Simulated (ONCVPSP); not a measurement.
**argon, ONCV: configuration errors across variants**

ONCVPSP 4.0.1 input, shortened (lines: element, Z, core and valence counts, functional; n l f; lmax; l rc ep ncon nbas qcut; lloc lpopt rc5 dvloc0; l nproj debl; icmod fcfact rcfact), PBE, scalar-relativistic:

```
  Ar 18.00    3    2        4      upf
    1    0    2.00
    2    0    2.00
    2    1    6.00
    3    0    2.00
    3    1    6.00
    2
    0    1.20    0.00    4    8    7.00
    1    1.25    0.00    5    8    5.50
    2    1.00    0.28    3    7   10.30
    4    4    0.65    3.00
    0    2    0.60
    1    2    3.60
    2    2    0.90
    2    0.60    1.10
```

In the s channel the program set the typed energies aside and used -0.893, 0.250 Ha.

All-electron excitation energies from the reference (eV): (1) 3s2 3p5 16.057; (2) 3s2 3p4 44.717; (3) 3s2 3p3 87.301; (4) 3s1 3p6 30.673.

1 further variants failed, have other tests or too few solved ones, and are left out.

Errors AE − PS in meV (a dash: test not solved or not reliable):

```csv
change,(1),(2),(3),(4),bound ghosts,GHOST(+) flags above zero
base,+0.1,+10,+48,+2.5,none,s
s: rc 1.14,+0.1,+10,+48,+2.2,none,s
"local potential polynomial inside 0.80 bohr (lpopt 3, dvloc0 2 Ha)",+0.1,+10,+48,+2.5,none,s
"core correction Teter function fitted to the true core (icmod 2), fcfact 0.42",+0.2,+10,+48,+2.3,none,s
core correction none,-0.6,+6.1,+36,+1.6,none,s
d: qcut 5.9,+0.1,+10,+48,+2.5,none,"s, d"
"local potential polynomial inside 0.65 bohr (lpopt 4, dvloc0 8.5 Ha)",+0.1,+10,+48,+2.4,none,s
```

Q: Give the same row for: s: qcut 4.3; p: qcut 3.4; d: qcut 6.3.

A: +0.4, +12, +57, -4.5; bound ghosts: none; GHOST(+) flags above zero: s, d.
